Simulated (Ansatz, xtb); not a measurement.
**C4H7BO: which of two isomers lies lower**

Structure I: `BC1(C=O)CC1`, a singlet. Structure II: `B[C@@H]1C[C@H]1C=O`, a singlet. Both are isolated molecules in the gas phase, relaxed with B3LYP-D3(BJ)/def2-SVP; the shapes shown needn't be the lowest conformers.

I (Å):

```csv
atom,x (Å),y (Å),z (Å)
C,0.7215,-1.3144,-0.8449
C,1.7932,-2.2527,-1.3012
C,-0.4482,-1.1434,-1.8696
C,0.5338,-0.0695,-1.7745
B,0.4022,-1.1522,0.6424
O,2.1005,-2.4376,-2.4564
H,1.0103,-1.7774,1.4779
H,-0.4680,-0.3903,0.9884
H,2.3174,-2.7976,-0.4754
H,-1.4455,-1.0071,-1.4463
H,-0.3731,-1.8271,-2.7192
H,0.2690,0.8675,-1.2800
H,1.2938,-0.0041,-2.5574
```

II (Å):

```xyz
13

C    -1.0111    1.1215   -0.8815
C     0.3381    0.5435   -0.5006
C     0.2367    1.2566   -1.8085
C     0.2083    0.4416   -3.0558
B    -1.5039    2.4068   -0.2023
O    -0.2518   -0.6731   -3.1292
H    -0.6910    3.2234    0.1655
H    -2.6777    2.6230   -0.0275
H    -1.7180    0.3757   -1.2574
H     0.9058    1.0294    0.2964
H     0.4220   -0.5451   -0.5517
H     0.6885    2.2473   -1.9001
H     0.6560    0.9402   -3.9535
```

Problem. Which of the two would you expect CCSD(T)/def2-SVP + ΔMP2/def2-TZVPP electronic energies to favour?

Solution. Too close to call at this level: CCSD(T)/def2-SVP + ΔMP2/def2-TZVPP gives E(II) − E(I) = +1.84 kcal/mol.

The same difference at several levels:

```tsv
level	geometry	E(II) − E(I) (kcal/mol)	departure from the last row (kcal/mol)	job, with rough time for the two
GFN2-xTB	GFN2-xTB	+0.29	−1.55	optimisation, 0.29 s
HF/STO-3G	GFN2-xTB	−0.21	−2.05	single point, 0.34 s
r2SCAN-D4/def2-SVP	GFN2-xTB	+1.28	−0.56	single point, 2.3 s
B3LYP-D3(BJ)/def2-SVP	B3LYP-D3(BJ)/def2-SVP	+1.33	−0.51	optimisation, 36 s
HF/def2-SVP	B3LYP-D3(BJ)/def2-SVP	+1.22	−0.62	part of the CCSD(T) run
MP2/def2-SVP	B3LYP-D3(BJ)/def2-SVP	+1.72	−0.12	part of the CCSD(T) run
CCSD(T)/def2-SVP	B3LYP-D3(BJ)/def2-SVP	+1.58	−0.26	single point
CCSD(T)/def2-SVP + ΔMP2/def2-TZVPP	B3LYP-D3(BJ)/def2-SVP	+1.84		single point, 25 s
```

As drawn, both hold the same kinds of bond in the same numbers.

GFN2-xTB, HF/STO-3G find them nearly level. The largest departure from CCSD(T)/def2-SVP + ΔMP2/def2-TZVPP is that of HF/STO-3G, 2.05 kcal/mol. The last row adds to CCSD(T) the change of the MP2 difference between the two basis sets, here +0.26 kcal/mol.

With thermal terms from frequencies at re-optimised GFN2-xTB minima (ideal gas, soft modes damped towards free rotors, one conformer each, 298.15 K, 1 atm): on the last row, ΔE + ΔZPE = +1.90, ΔH = +1.94, ΔG = +1.75 kcal/mol.

The correlated steps freeze 6 core orbitals. Mirror images aren't counted in ΔG. Run with Ansatz 0.2.0, xtb 6.7.1; the last row on 2 threads of Intel(R) Xeon(R) 6975P-C (Granite Rapids) on a shared host.
